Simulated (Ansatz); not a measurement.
`COB(C)Cl`, 11 atoms. The species carries charge 0 and has multiplicity 1. All runs use 4 threads of a server CPU on a shared host. Correlated methods freeze the cores.

Problem. Give the basis size and wall time and peak host memory of each of these runs in Ansatz. RKS PBE0-D4/def2-TZVP relaxation (7 steps); RKS BHLYP-D4/def2-TZVPP energy; RKS PBE0-D4/def2-TZVP frequencies; RHF-CCSD(T)/def2-SVP energy; RKS PBE0-D4/def2-SVP energy; RHF-MP2/def2-QZVPP energy; RKS PBE0-D4/def2-QZVPP energy; RKS CAM-B3LYP-D4/def2-TZVPP energy; RKS ωB97M-V/def2-SVP energy; RKS ωB97M-V/def2-QZVPP energy; direct RPA on PBE orbitals/def2-TZVPP energy; RKS HSE06-D4/def2-TZVPP energy. (Best estimate.)

Solution. Computed: Other jobs shared the machine, so times are rough.

| level | job | functions | wall time | peak host memory (GiB) |
| --- | --- | --- | --- | --- |
| RKS PBE0-D4/def2-SVP | energy | 104 | 0.55 s | 0.23 |
| RKS BHLYP-D4/def2-TZVPP | energy | 250 | 1.6 s | 0.62 |
| RKS HSE06-D4/def2-TZVPP | energy | 250 | 1.8 s | 0.62 |
| RKS CAM-B3LYP-D4/def2-TZVPP | energy | 250 | 1.8 s | 0.67 |
| RKS ωB97M-V/def2-SVP | energy | 104 | 1.9 s | 0.31 |
| RHF-CCSD(T)/def2-SVP | energy | 104 | 2.6 s | 0.49 |
| direct RPA on PBE orbitals/def2-TZVPP | energy | 250 | 3 s | 0.6 |
| RKS PBE0-D4/def2-QZVPP | energy | 478 | 4.5 s | 1.6 |
| RKS ωB97M-V/def2-QZVPP | energy | 478 | 8.5 s | 2 |
| RHF-MP2/def2-QZVPP | energy | 478 | 13 s | 3 |
| RKS PBE0-D4/def2-TZVP | relaxation (7 steps) | 197 | 13 s | 0.49 |
| RKS PBE0-D4/def2-TZVP | frequencies | 197 | 80 s | 0.5 |

HSE06 is defined as in plane-wave codes.
